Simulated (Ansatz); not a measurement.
Cost and result for the atomization energy of `CC(O)(F)Br` (9 atoms, 8 bonds).

```xyz
9

C     0.3162   -0.0863    1.0088
C    -0.0708   -0.1037   -0.4380
O    -0.0356    1.1404   -0.9598
F     0.7492   -0.9345   -1.1409
Br   -1.8947   -0.8925   -0.6505
H    -0.3774    0.5369    1.5696
H     0.3065   -1.0980    1.4083
H     1.3232    0.3298    1.0846
H    -0.3165    1.1079   -1.8821
```

Charge 0, multiplicity 1. Correlated methods include outer-core shells of Br, which these sets cover unevenly. Scalar relativity is left out up to krypton. Geometry: relaxed with PBE0-D4/def2-TZVP. It is one conformer, not always the lowest. Program: Ansatz. All runs use 4 threads of an Intel Xeon Platinum 8488C on a shared host. Times are those of one run each, without the atoms' runs, and a repeat can differ threefold. Electronic energies, without spin–orbit coupling; frozen cores. CCSD(T)/CBS adds CCSD(T) − MP2 in def2-TZVPP to the MP2 limit, and its time is that of the two runs behind it. T1 = 0.010. With those shells the extrapolation isn't a true limit.

CCSD(T)/CBS is a level of theory with its own doubt, some kJ/mol a heavy atom from the limit and from the frozen cores, so smaller differences don't rank the functionals.

| level | functions | wall time |
| --- | --- | --- |
| revPBE-D4/def2-TZVPP | 228 | 1.2 s |
| BLYP-D4/def2-TZVPP | 228 | 1.3 s |
| PBE-D4/def2-TZVPP (with forces) | 228 | 1.6 s |
| BHLYP-D4/def2-TZVPP | 228 | 2.3 s |
| CAM-B3LYP-D4/def2-TZVPP | 228 | 2.6 s |
| r2SCANh-D4/def2-TZVPP | 228 | 2.9 s |
| PBE-QIDH/def2-TZVPP | 228 | 3.8 s |
| B97M-V/def2-TZVPP | 228 | 4.4 s |
| ωB97X-V/def2-TZVPP | 228 | 4.5 s |
| CCSD(T)/def2-SVP | 108 | 5.5 s |
| MP2/def2-QZVPP | 437 | 16 s |
| CCSD(T)/def2-TZVPP | 228 | 100 s |
| CCSD(T)/CBS(def2) | – | 120 s |

Task: What atomization energy does each give, and how far from CCSD(T)/CBS? (Best estimate.)

Result: Computed: 
| level | atomization (kJ/mol) | difference from CCSD(T)/CBS | per bond |
| --- | --- | --- | --- |
| revPBE-D4/def2-TZVPP | 3354.0 | 0.0 | 0.0 |
| BLYP-D4/def2-TZVPP | 3347.9 | -6.1 | -0.8 |
| PBE-D4/def2-TZVPP (with forces) | 3461.1 | 107.1 | 13.4 |
| BHLYP-D4/def2-TZVPP | 3192.8 | -161.2 | -20.2 |
| CAM-B3LYP-D4/def2-TZVPP | 3353.3 | -0.7 | -0.1 |
| r2SCANh-D4/def2-TZVPP | 3338.7 | -15.3 | -1.9 |
| PBE-QIDH/def2-TZVPP | 3328.7 | -25.3 | -3.2 |
| B97M-V/def2-TZVPP | 3344.0 | -10.0 | -1.3 |
| ωB97X-V/def2-TZVPP | 3349.9 | -4.1 | -0.5 |
| CCSD(T)/def2-SVP | 3169.5 | -184.5 | -23.1 |
| MP2/def2-QZVPP | 3408.5 | 54.5 | 6.8 |
| CCSD(T)/def2-TZVPP | 3257.8 | -96.2 | -12.0 |
| CCSD(T)/CBS(def2) | 3354.0 | 0.0 | 0.0 |

From BLYP to BHLYP (50 % exact exchange), in def2-TZVPP and without D4, the atomization energy moves by −135.9 kJ/mol: exact exchange takes away binding that semilocal exchange gives to molecules. Leaving LDA and LC-ωPBE aside and taking each functional with its dispersion term where it has one, the values spread over 268.3 kJ/mol, from BHLYP-D4 to PBE-D4. LDA lies +513.2 kJ/mol from PBE without D4, its usual overbinding. At CCSD(T), def2-SVP lies −184.6 kJ/mol from the extrapolated value and def2-TZVPP −96.2 kJ/mol: correlation converges slowly with the basis, and small sets miss more of it in the bonded molecule than in its fragments.
